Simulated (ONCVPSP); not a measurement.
## tellurium (Te): one change to an ONCV potential, before and after

ONCVPSP 4.0.1 input, shortened (lines: element, Z, core and valence counts, functional; n l f; lmax; l rc ep ncon nbas qcut; lloc lpopt rc5 dvloc0; l nproj debl; icmod fcfact rcfact), revPBE, scalar-relativistic:

```
  Te 52.00    8    3  -102130      upf
    1    0    2.00
    2    0    2.00
    2    1    6.00
    3    0    2.00
    3    1    6.00
    3    2   10.00
    4    0    2.00
    4    1    6.00
    4    2   10.00
    5    0    2.00
    5    1    4.00
    2
    0    1.55    0.00    4    8    3.60
    1    2.05    0.00    4    7    4.70
    2    0.95    0.00    3    7   11.30
    4    5    0.65    0.00
    0    3    2.60
    1    2    1.90
    2    2    2.40
    3    3.00    1.40
```

All-electron outer shells of the reference configuration (revPBE, scalar-relativistic, ld1.x):

```tsv
shell	level (eV)	outermost node (bohr)	outermost maximum (bohr)
4s	-164.40	0.38	0.70
4p	-114.40	0.38	0.74
4d	-41.63	0.36	0.81
5s	-15.05	0.91	1.80
5p	-5.91	1.00	2.17
```

Change: core correction Teter function, fcfact 3, rcfact 2.06.

Cutoffs: the cutoffs (Ha) at which the residual kinetic energy of the hardest occupied pseudo-wave falls to 1 and 0.1 mHa per electron; they do not see the model core or the augmentation charge, which bear on the density cutoff. Errors are all-electron minus pseudo energies relative to the spin-unpolarised reference configuration.

Question: How do hardness, ghosts and transferability respond?

Answer: The potential gets neither clearly harder nor softer (52 Ha and 71 Ha → 52 Ha and 71 Ha); both files keep a bound ghost (p, s); of the 4 tests that both files solve, the error grows in 3 and shrinks in 0 by more than 15 % and 0.3 meV (median size 7.0 → 19.4 meV). A model core, the more so a compact one, raises the density cutoff, which this test does not measure.

```tsv
quantity	base	changed
cutoff, loose	52 Ha	52 Ha
cutoff, tight	71 Ha	71 Ha
bound ghosts	s, p	s, p
GHOST(+) flags under 300 eV	p at 133.5 eV	p at 133.5 eV
error for 4d10 5s2 5p3, meV [ΔE 9.68 eV]	-3.1	-3.1
error for 4d10 5s2 5p2, meV [ΔE 27.55 eV]	-9.6	-21
error for 4d10 5s2 5p1, meV [ΔE 54.36 eV]	-17	-104
error for 4d10 5s1 5p4, meV [ΔE 19.51 eV]	-4.5	-18
s: phases at 1.57 bohr within 0.05 rad from the reference energy up to (Ha; the scan ends near 5)	to the end of the scan	to the end of the scan
p: phases at 2.09 bohr within 0.05 rad from the reference energy up to (Ha; the scan ends near 5)	3.5	3.5
d: phases at 0.96 bohr within 0.05 rad from the reference energy up to (Ha; the scan ends near 5)	to the end of the scan	to the end of the scan
rms error of d²Exc/dni dnj with the model core, mHa	1.62	2.46
```

 A true bound ghost makes a file unfit for plane-wave use even where its test errors are small: the radial tests pick states by their node count and pass the ghost by.
